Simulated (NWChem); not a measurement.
System: Si2H4OCl2; SMILES Cl[SiH]([SiH2]O)Cl

NWChem input:

```
start job
memory heap 200 mb stack 900 mb global 1100 mb
geometry units angstroms noautoz
  O      0.366020     2.824796     0.135630
  Si    -0.804109     1.699565    -0.246362
  Si    -0.053510    -0.379663     0.537962
  Cl    -1.113732    -1.931280    -0.325023
  Cl     1.932739    -0.454378    -0.088319
  H      1.269186     2.577814    -0.092084
  H     -1.026335     1.550448    -1.718325
  H     -2.064322     2.133944     0.413928
  H     -0.046047    -0.605305     2.008774
end
basis spherical
  * library def2-svp
end
dft
  xc slater vwn_5
  iterations 150
  mulliken
end
task dft energy
```

Structure relaxed at the PBE0/def2-SVP level.

**Question.** What results follow from this input? (LDA (Slater exchange, VWN5)/def2-SVP.) Quantities: energy (Ha); highest occupied level (eV); orbital gap (eV); dipole (D).

**Answer.** 
| Quantity | Value |
|---|---|
| energy (Ha) | -1570.78 |
| highest occupied level (eV) | -6.66 |
| orbital gap (eV) | 4.89 |
| dipole (D) | 0.54 |
